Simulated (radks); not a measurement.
Effect of the nuclear size on the vanadium ion V+, [Ar] 3d4. Calculated with a radial shooting solver on a logarithmic mesh with Libxc functionals: Dirac Kohn-Sham, LDA (Slater exchange, Perdew-Wang correlation), spin-unpolarised, spherical densities, finite nucleus; open shells fill j = l - 1/2 first; Fermi nuclear charge, rms radius 3.6002 fm. The rms radius is varied about that value; shifts are against it.

rms radius (fm)  total energy shift (eV)  density at nucleus (e/bohr^3)  1s1/2 shift (meV)  2s1/2 shift (meV)  3s1/2 shift (meV)
2.945                            -0.0196                           9885              -8.33             -0.716             -0.101
3.3122                          -0.00910                           9846              -3.86             -0.332             -0.047
3.6002                                 0                           9818              0.000              0.000              0.000
3.8702                           0.00919                           9795               3.90              0.335              0.048
4.277                             0.0243                           9762               10.3              0.884              0.125

Slopes of the eigenvalues against <r^2> in GHz/fm^2, as finite differences over the two radii next to the reference (eigenvalue slopes, not the field-shift constants of lines): 1s1/2 468, 2s1/2 40.2, 3s1/2 5.70.
